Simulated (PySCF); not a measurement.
C7H14FP.
Numbering: `[CH3:1][CH2:2][P:3]1[CH2:4][CH2:5][CH:6]([F:7])[CH2:8][CH2:9]1`

Structure used (GFN2-xTB), in Å, numbered top down from 1:
```
atom  x, y, z in Å
C1    -3.1961    0.2968    0.6399
C2    -2.1262    0.3993   -0.4391
P3    -0.7244   -0.7899   -0.1361
C4     0.3957   -0.2196   -1.5084
C5     1.8226   -0.6911   -1.2458
C6     2.4179   -0.0599    0.0097
F7     2.5008    1.3124   -0.1752
C8     1.6232   -0.3388    1.2822
C9     0.1823    0.1533    1.1880
H10   -4.0288    0.9616    0.4166
H11   -3.5749   -0.7213    0.7047
H12   -2.7898    0.5725    1.6108
H13   -1.7363    1.4199   -0.4969
H14   -2.5545    0.1432   -1.4126
H15    0.0368   -0.6400   -2.4512
H16    0.3720    0.8713   -1.5839
H17    1.8449   -1.7761   -1.1240
H18    2.4578   -0.4286   -2.0961
H19    3.4560   -0.3975    0.1389
H20    1.6428   -1.4150    1.4657
H21    2.1254    0.1596    2.1157
H22    0.1670    1.2236    0.9624
H23   -0.3191   -0.0086    2.1450
```

Probes without a nucleus sit at each ring's centroid and 1 Å off its mean plane on both sides; NICS is minus the shielding there, NICSzz its component along the normal. Level: GIAO PBE0/pcSseg-1 (PySCF, non-relativistic, gas phase) on the GFN2-xTB geometry, one conformer.

Ring bond lengths (Å), with Mayer bond orders in brackets: P3–C4 1.861 (0.94), C4–C5 1.526 (1.03), C5–C6 1.526 (1.02), C6–C8 1.526 (1.02), C8–C9 1.525 (1.03), C9–P3 1.861 (0.94).

Q: What do the NICS probes read (ppm)?

A: 
```tsv
ring	type	NICS(0)	NICS(1), two faces	NICS(1)zz, two faces	rms pucker (Å)	centre to ring atoms, mean (Å)
P3–C4–C5–C6–C8–C9	6-membered ring with P; formal bonds all single	-2.5	-2.8 / -2.2	2.6 / 5.6	0.29	1.56
```

Q: What do they say, and how far can they be read as aromaticity?

A: 
- P3–C4–C5–C6–C8–C9: mean NICS(1)zz 4.1 ppm, deshielded. C4, C5, C6, C8, C9 have four or more neighbours; no verdict on aromaticity is drawn. The two faces differ by 3.0 ppm, so no symmetry operation interchanges them.
